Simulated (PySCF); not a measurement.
# CrF₄ at several levels of theory

All levels use the PBE0 minimum (triplet; Cr–F 1.683 Å (×4); F–Cr–F 109.5° (×6)), basis [Cr def2-SVP, F def2-SVP], no relativity, density fitting, no spin–orbit coupling, PySCF. For vertical energies the ionised species is a doublet (spins chosen at PBE0 and kept) and the electron-attached one a quartet. Atomisation goes to high-spin ground-configuration atoms, without zero-point energy. Open shells are unrestricted, also as the reference of the correlated levels. A dash marks a value that was not computed or is not defined at that level.

```tsv
level	atomisation (kJ/mol)	vertical IP (eV)	vertical EA (eV)	−ε(HOMO) (eV)
PBE0	1687	12.63	1.64	10.01
HF	734	16.75	4.24	17.86
MP2	–	?	?	–
PBE	1969	10.94	0.33	6.64
B3LYP	?	?	?	?
r2SCAN	–	11.80	1.02	7.73
TPSSh	1810	11.88	0.93	8.38
wB97X	1808	12.83	1.78	12.61
LC-wPBE	–	12.80	1.79	12.75
```

(1) Fill in the row of B3LYP.

(2) Fill in the row of MP2.

## Answers

(1) atomisation (kJ/mol) 1776, vertical IP (eV) 12.35, vertical EA (eV) 1.40, −ε(HOMO) (eV) 9.42.

(2) vertical IP (eV) 11.21, vertical EA (eV) 1.49.

Without diffuse functions attachment energies tend to come out too low.

Other spin states or occupations of the open shell can lie lower.
